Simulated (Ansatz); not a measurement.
`BC[SiH2]Cl` + H₂S → `BC[SiH2]S` + HCl at 400 K and 1 bar (ligand exchange at the Si–Cl bond).

Isolated molecules relaxed with PBE0-D4/def2-TZVP in Ansatz; ΔE leaves out vibrations. CCSD(T)/CBS adds triple-zeta CCSD(T) − MP2 to the extrapolated MP2 energy (def2 sets, frozen cores). This one scheme is used for every species. Each species was taken in one conformer, which may not be the lowest.

```
     species  CCSD(T)/CBS energy (Eh)  H − E (kJ/mol)  S (J/(mol·K))
`BC[SiH2]Cl`               -815.35378           205.3          367.6
         H₂S               -398.97279            53.4          215.9
 `BC[SiH2]S`               -753.93032           229.4          383.9
         HCl               -460.38127            29.6          195.4
```

H − E and S are ideal-gas, rigid-rotor, harmonic terms from PBE0-D4/def2-TZVP, for one conformer and one mirror image of each species. 1 Eh = 2625.50 kJ/mol, R = 8.31446 J/(mol·K).

Q: By hand: ΔE, ΔH, ΔS and ΔG.

A: ΔE = (-753.93032) + (-460.38127) − (-815.35378) − (-398.97279) = 0.01498 Eh = 39.3 kJ/mol. Δ(H − E) = 229.4 + 29.6 − 205.3 − 53.4 = 0.3, so ΔH = 39.6 kJ/mol. ΔS = 383.9 + 195.4 − 367.6 − 215.9 = -4.2 J/(mol·K). ΔG = 39.6 − 400 × (-4.2)/1000 = 41.3 kJ/mol.

Q: By hand: the equilibrium constant, and the temperature at which ΔG would vanish if ΔH and ΔS stayed fixed.

A: log₁₀ K = −ΔG/(RT ln 10) = -5.4. ΔH and −TΔS have one sign here, so there is no such temperature.

The number of gas molecules stays the same, so ΔS is small and ΔH decides. A doubt of 5 kJ/mol in ΔE shifts log₁₀ K by 0.7 here. Other conformers and mirror images would add mixing entropy, several J/(mol·K) or more a flexible species. Modes under 60 cm⁻¹, often nearly free rotors, make the harmonic entropy too high. These are equilibria of isolated gas molecules and say nothing of rates. Largest T1 diagnostic: 0.011 (customary marks: 0.02 for closed shells, 0.045 for open ones).

ΔS is within the doubt of such terms, so its sign, and with it that verdict, could turn.
